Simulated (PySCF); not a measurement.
**Correlation energy of Sr(22+) (strontium, charge +22)**

[Ne] 3s2 3p4, high-spin 3P determinant. Computed with PySCF 2.14 in an uncontracted even-tempered set (18 s from 2.1 bohr⁻², ratio 2.5; 12 p from 2.7 bohr⁻², ratio 2.5; 5 d from 14 bohr⁻², ratio 2.7; 4 f from 21 bohr⁻², ratio 2.7), with the spin-free X2C one-electron Hamiltonian (Gaussian nucleus). Frozen: 1s2; 14 electrons correlated; the 21 highest virtual orbitals of each spin left out.

| level | correlation energy (mhartree) |
| --- | --- |
| CCSD | -564.53 |
| (T) | -2.15 |
| CCSD(T) | -566.68 |

Diagnostics: T1 = 0.0013, D1 = 0.0061, largest double amplitude 0.028.

Q: Is a single reference adequate?

A: Yes, within this model without spin-orbit coupling: T1 lies below 0.03 and no double amplitude reaches 0.07.

At this charge the one-electron X2C treatment keeps the bare 1/r₁₂, with no two-electron picture change or Breit term. The effect here is smaller than on the frozen 1s shell; and a scalar Hamiltonian misses the large spin-orbit splitting of the p shells, which matters for ns² → np² pairs.

Spin-orbit coupling is strong in this species, so the high-spin LS determinant is a model state.
